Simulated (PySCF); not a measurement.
This script is equivalent to a calculation on I- (iodine, charge -1).

```python
from pyscf import gto, scf, dft, mp, cc
import basis_set_exchange as bse
mol = gto.M(atom="I 0 0 0", charge=-1, spin=0, symmetry="D2h",
            basis=gto.basis.parse(bse.get_basis("aug-cc-pVTZ-DK3", elements=["I"], fmt="nwchem")),
            nucmod="G")
mf = dft.UKS(mol, xc="R2SCAN").sfx2c1e()
mf.irrep_nelec = {'Ag': (9, 9), 'B1g': (2, 2), 'B2g': (2, 2), 'B3g': (2, 2), 'B1u': (4, 4), 'B2u': (4, 4), 'B3u': (4, 4)}
mf.kernel()
```

**Question.** What total energy does it give?

**Answer.** -7115.44 hartree (calculated).

**Question.** Which occupied shell lies highest, and where?

**Answer.** 5p, at -0.285 eV.

The outer electron is barely bound at this level, so radii and moments hang on the diffuse functions.
